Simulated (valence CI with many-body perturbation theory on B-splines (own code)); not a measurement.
E1 line list for Os62+

Computed by configuration interaction combined with many-body perturbation theory (CI+MBPT): four valence electrons over a frozen Dirac-Fock core [Ne], radial functions for each j: 11 s, 11 p, 10 d, 8 f, 5 g, 2 h, with the one-electron correlation potential Σ1, the two-electron term Σ2, the three-electron term Σ3, Breit, model QED; selected CI, second order for the rest, scaled by the run's own slope (own B-spline code, finite nucleus).

The last digits are not significant, and no measured levels were compared; by estimate large intervals hold to a few tenths of a per cent, small ones and those within an open d or f shell to about a per cent. Among the levels kept, up to 600 cm⁻¹ of a level comes from second order outside the variational space, and about a tenth of that is noise between levels of different J, which matters for small intervals.

Lines 1 to 50 of 576 in falling wavelength, among levels below 1911.6 eV, chosen from the strongest by gf and those to the six lowest levels. Wavelengths and rates use the calculated energies. Electric multipoles are in the length gauge, E1 and E2 with the static RPA response of the core. Weak lines are less certain than strong ones. Lines between different terms over intervals too small for the method are left out, as are lines whose strength nearly cancels. The highest levels of a list are the least certain.

Levels are named by their leading jj configuration (3d3/2^4 stands for four electrons in 3d with j = 3/2), which in mixed levels can hold well under half, so a name can repeat and another be missing. Letters in brackets count levels of one name in rising energy.

| λ vac (nm) | Upper | Lower | A (s⁻¹) | S (a.u.) with core polarisation | S without |
| --- | --- | --- | --- | --- | --- |
| 9.222 | (3s 3p1/2 3d3/2 3d5/2) J=4 [a] | (3s^2 3d3/2 3d5/2) J=3 | 6.03e+09 | 2.10e-02 | 2.13e-02 |
| 8.576 | (3s 3p1/2 3d3/2 3d5/2) J=5 | (3s^2 3d3/2 3d5/2) J=4 | 1.51e+10 | 5.16e-02 | 5.23e-02 |
| 8.546 | (3p1/2 3p3/2^2 3d3/2) J=4 | (3s 3p3/2^2 3d3/2) J=3 [b] | 8.42e+09 | 2.34e-02 | 2.37e-02 |
| 8.514 | (3s 3p1/2 3p3/2 3d3/2) J=4 | (3s^2 3p3/2 3d3/2) J=3 | 1.05e+10 | 2.87e-02 | 2.91e-02 |
| 8.040 | (3p1/2 3p3/2^2 3d5/2) J=5 | (3s 3p3/2^2 3d5/2) J=4 [b] | 1.09e+10 | 3.07e-02 | 3.12e-02 |
| 7.546 | (3s 3p1/2 3d3/2 3d5/2) J=3 [c] | (3s^2 3d3/2 3d5/2) J=2 | 1.36e+10 | 2.01e-02 | 2.04e-02 |
| 7.496 | (3s 3p1/2 3d5/2^2) J=5 | (3s^2 3d5/2^2) J=4 | 3.03e+10 | 6.93e-02 | 7.03e-02 |
| 7.444 | (3p1/2^2 3d3/2 3d5/2) J=4 | (3s 3p1/2 3d3/2 3d5/2) J=3 [d] | 2.47e+10 | 4.53e-02 | 4.60e-02 |
| 7.438 | (3s 3p1/2^2 3p3/2) J=2 | (3s^2 3p1/2 3p3/2) J=2 | 1.32e+10 | 1.34e-02 | 1.36e-02 |
| 7.401 | (3s 3p1/2 3p3/2 3d5/2) J=5 | (3s^2 3p3/2 3d5/2) J=4 | 2.29e+10 | 5.03e-02 | 5.11e-02 |
| 7.349 | (3s 3p1/2 3d5/2^2) J=3 [a] | (3s^2 3d5/2^2) J=2 | 2.67e+10 | 3.66e-02 | 3.71e-02 |
| 7.225 | (3s 3p1/2 3d3/2 3d5/2) J=4 [c] | (3s^2 3d3/2 3d5/2) J=4 | 1.48e+10 | 2.49e-02 | 2.52e-02 |
| 7.221 | (3s 3p1/2 3p3/2 3d5/2) J=4 [c] | (3s^2 3p3/2 3d5/2) J=3 | 1.40e+10 | 2.34e-02 | 2.38e-02 |
| 7.123 | (3s 3p1/2 3d5/2^2) J=1 [b] | (3s^2 3d5/2^2) J=0 | 2.95e+10 | 1.58e-02 | 1.60e-02 |
| 7.115 | (3s 3p1/2^2 3d5/2) J=3 | (3s^2 3p1/2 3d5/2) J=3 | 1.84e+10 | 2.29e-02 | 2.32e-02 |
| 7.108 | (3p1/2^2 3p3/2 3d5/2) J=4 | (3s 3p1/2 3p3/2 3d5/2) J=3 [c] | 1.97e+10 | 3.14e-02 | 3.19e-02 |
| 7.062 | (3s 3p1/2^2 3d5/2) J=3 | (3s^2 3p1/2 3d5/2) J=2 | 2.99e+10 | 3.64e-02 | 3.70e-02 |
| 7.034 | (3s 3p1/2^2 3p3/2) J=2 | (3s^2 3p1/2 3p3/2) J=1 | 1.63e+10 | 1.40e-02 | 1.42e-02 |
| 7.034 | (3s 3p1/2 3p3/2 3d3/2) J=3 [c] | (3s^2 3p3/2 3d3/2) J=3 | 2.03e+10 | 2.44e-02 | 2.48e-02 |
| 7.029 | (3s 3p1/2 3p3/2 3d5/2) J=3 [b] | (3s^2 3p3/2 3d5/2) J=2 | 1.79e+10 | 2.15e-02 | 2.18e-02 |
| 6.960 | (3p1/2 3p3/2^2 3d5/2) J=4 [b] | (3s 3p3/2^2 3d5/2) J=3 [a] | 1.62e+10 | 2.42e-02 | 2.46e-02 |
| 6.923 | (3p1/2^2 3d3/2 3d5/2) J=4 | (3s 3p1/2 3d3/2 3d5/2) J=4 [c] | 1.97e+10 | 2.91e-02 | 2.96e-02 |
| 6.922 | (3s 3p1/2 3d5/2^2) J=2 [b] | (3s^2 3d5/2^2) J=2 | 2.93e+10 | 2.40e-02 | 2.43e-02 |
| 6.873 | (3p1/2^2 3d3/2 3d5/2) J=2 | (3s 3p1/2 3d3/2 3d5/2) J=3 [c] | 2.59e+10 | 2.08e-02 | 2.11e-02 |
| 6.864 | (3p1/2^2 3p3/2 3d3/2) J=3 | (3s 3p1/2 3p3/2 3d3/2) J=3 [c] | 2.55e+10 | 2.85e-02 | 2.89e-02 |
| 6.862 | (3s 3p1/2^2 3d3/2) J=1 | (3s^2 3p1/2 3d3/2) J=2 | 3.74e+10 | 1.79e-02 | 1.82e-02 |
| 6.836 | (3s 3p1/2 3d5/2^2) J=4 [b] | (3s^2 3d5/2^2) J=4 | 2.41e+10 | 3.42e-02 | 3.47e-02 |
| 6.821 | (3p1/2^2 3p3/2 3d5/2) J=3 | (3s 3p1/2 3p3/2 3d5/2) J=2 [c] | 2.06e+10 | 2.26e-02 | 2.29e-02 |
| 6.783 | (3p1/2^2 3p3/2 3d5/2) J=3 | (3s 3p1/2 3p3/2 3d5/2) J=3 [d] | 1.56e+10 | 1.69e-02 | 1.71e-02 |
| 6.763 | (3p1/2^2 3d5/2^2) J=4 | (3s 3p1/2 3d5/2^2) J=3 [b] | 5.34e+10 | 7.33e-02 | 7.44e-02 |
| 6.734 | (3s 3p1/2 3d3/2 3d5/2) J=3 [d] | (3s^2 3d3/2 3d5/2) J=4 | 2.64e+10 | 2.78e-02 | 2.82e-02 |
| 6.699 | (3s^2 3p3/2^2) J=2 | (3s^2 3p1/2 3d3/2) J=2 | 3.65e+09 | 2.71e-03 | 2.75e-03 |
| 6.681 | (3p1/2 3p3/2^2 3d3/2) J=4 | (3s 3p3/2^2 3d3/2) J=4 | 1.98e+10 | 2.62e-02 | 2.66e-02 |
| 6.678 | (3s 3p1/2 3d5/2^2) J=3 [b] | (3s^2 3d5/2^2) J=4 | 3.03e+10 | 3.12e-02 | 3.16e-02 |
| 6.652 | (3p1/2^2 3p3/2 3d5/2) J=4 | (3s 3p1/2 3p3/2 3d5/2) J=4 [b] | 1.20e+10 | 1.56e-02 | 1.59e-02 |
| 6.625 | (3p1/2^2 3p3/2 3d5/2) J=2 | (3s 3p1/2 3p3/2 3d5/2) J=2 [b] | 2.49e+10 | 1.78e-02 | 1.81e-02 |
| 6.613 | (3p1/2^2 3d5/2^2) J=2 | (3s 3p1/2 3d5/2^2) J=1 [a] | 3.61e+10 | 2.57e-02 | 2.61e-02 |
| 6.608 | (3p1/2^2 3d5/2^2) J=4 | (3s 3p1/2 3d5/2^2) J=4 [b] | 4.41e+10 | 5.65e-02 | 5.73e-02 |
| 6.607 | (3p1/2^2 3d3/2 3d5/2) J=2 | (3s 3p1/2 3d3/2 3d5/2) J=1 [b] | 2.06e+10 | 1.47e-02 | 1.49e-02 |
| 6.581 | (3s 3p1/2 3p3/2 3d5/2) J=3 [d] | (3s^2 3p3/2 3d5/2) J=3 | 2.46e+10 | 2.42e-02 | 2.46e-02 |
| 6.570 | (3s 3p1/2^2 3d5/2) J=2 | (3s^2 3p1/2 3d5/2) J=3 | 4.13e+10 | 2.89e-02 | 2.93e-02 |
| 6.562 | (3s 3p1/2^2 3d3/2) J=2 | (3s^2 3p1/2 3d3/2) J=2 | 2.52e+10 | 1.76e-02 | 1.78e-02 |
| 6.554 | (3p1/2 3p3/2^2 3d3/2) J=3 [a] | (3s 3p3/2^2 3d3/2) J=3 [a] | 2.26e+10 | 2.20e-02 | 2.24e-02 |
| 6.542 | (3p1/2^2 3d3/2 3d5/2) J=3 | (3s 3p1/2 3d3/2 3d5/2) J=3 [b] | 4.31e+10 | 4.17e-02 | 4.23e-02 |
| 6.532 | (3p1/2^2 3d5/2^2) J=2 | (3s 3p1/2 3d5/2^2) J=2 [b] | 5.88e+10 | 4.04e-02 | 4.10e-02 |
| 6.374 | (3p1/2^2 3d3/2 3d5/2) J=2 | (3s 3p1/2 3d3/2 3d5/2) J=2 [b] | 3.75e+10 | 2.39e-02 | 2.43e-02 |
| 6.359 | (3s 3p1/2^2 3p3/2) J=1 | (3s^2 3p1/2 3p3/2) J=2 | 4.67e+10 | 1.78e-02 | 1.81e-02 |
| 6.355 | (3p1/2^2 3d5/2^2) J=0 | (3s 3p1/2 3d5/2^2) J=1 [b] | 1.97e+11 | 2.49e-02 | 2.53e-02 |
| 6.341 | (3p1/2^2 3d3/2^2) J=2 | (3s 3p1/2 3d3/2^2) J=3 | 5.46e+10 | 3.44e-02 | 3.49e-02 |
| 6.332 | (3p1/2^2 3p3/2 3d5/2) J=2 | (3s 3p1/2 3p3/2 3d5/2) J=1 [a] | 2.53e+10 | 1.58e-02 | 1.61e-02 |
